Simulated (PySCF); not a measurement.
## Assigning NMR signals

Molfile (atoms numbered from 1):
```
C3H8OSi2
     RDKit          3D

 14 13  0  0  0  0  0  0  0  0999 V2000
   -3.0942    0.0826    0.9567 C   0  0  0  0  0  0  0  0  0  0  0  0
   -1.9145    0.4057    0.1847 C   0  0  0  0  0  0  0  0  0  0  0  0
   -0.9325    0.6765   -0.4600 C   0  0  0  0  0  0  0  0  0  0  0  0
    0.5787    1.0800   -1.4423 Si  0  0  0  0  0  4  0  0  0  0  0  0
    1.8767    0.3774   -0.7619 O   0  0  0  0  0  0  0  0  0  0  0  0
    2.8853   -0.2210    0.3470 Si  0  0  0  0  0  4  0  0  0  0  0  0
   -3.3724   -0.9585    0.7932 H   0  0  0  0  0  0  0  0  0  0  0  0
   -2.9003    0.2331    2.0187 H   0  0  0  0  0  0  0  0  0  0  0  0
   -3.9236    0.7221    0.6548 H   0  0  0  0  0  0  0  0  0  0  0  0
    0.8191    2.5244   -1.4223 H   0  0  0  0  0  0  0  0  0  0  0  0
    0.5052    0.4960   -2.7819 H   0  0  0  0  0  0  0  0  0  0  0  0
    3.8659   -0.9848   -0.4216 H   0  0  0  0  0  0  0  0  0  0  0  0
    2.1142   -1.0621    1.2610 H   0  0  0  0  0  0  0  0  0  0  0  0
    3.4918    0.9083    1.0517 H   0  0  0  0  0  0  0  0  0  0  0  0
  1  2  1  0
  2  3  3  0
  3  4  1  0
  4  5  1  0
  5  6  1  0
  1  7  1  0
  1  8  1  0
  1  9  1  0
  4 10  1  0
  4 11  1  0
  6 12  1  0
  6 13  1  0
  6 14  1  0
M  END
```

No relativistic terms, in vacuum, single conformer, averaged over atoms made equivalent by symmetry, fast rotation or ring inversion. σ from GIAO-PBE0/pcSseg-1; geometry from GFN2-xTB; PySCF.

Scale: 13C (186.93 ppm) and 1H (31.72 ppm) vs TMS (reference shieldings calculated alike).

Question: Assign these signals to the numbered atoms. 13C{1H} NMR (computed): δ 112.7 (C), 85.1 (C), 5.9 (CH3).

Answer: 
112.7 → C2, alkyne carbon
85.1 → C3, alkyne carbon: the triple bond shields along its axis, which puts it between sp3 and sp2 carbons
5.9 → C1, propargylic methyl carbon: a saturated carbon with 1 carbon neighbour and no heteroatom attached

Question: Assign these signals to the numbered atoms. 1H NMR (500 MHz, computed): δ 5.15 (s, 3H), 5.15 (s, 2H), 2.11 (s, 3H).

Answer: 
| δ (ppm) | atoms | environment | reason |
| --- | --- | --- | --- |
| 5.15 | H12/H13/H14 | hydrogen on a silicon bonded to O | – |
| 5.15 | H10/H11 | hydrogen on a silicon bonded to C, O | – |
| 2.11 | H7/H8/H9 | hydrogen on a propargylic methyl carbon | – |

H12/H13/H14 and H10/H11 lie closer than the usual error of such a calculation, so a measured spectrum could show them in the other order.

Shifts are as computed. Against solution values, carbons near 30 ppm lie about +3 ppm off and those near 130 ppm about +5 ppm. Of 1211 compounds with measured shifts, 218 miss one by over three times the rms of a fit or turn the order of signals round; such compounds aren't used in these exercises. No couplings were computed; multiplicities are counted from neighbouring protons, with m where these are inequivalent, close in shift, in a saturated or five-membered ring or joined by F or P, and br s for small geminal =CH2 splittings.
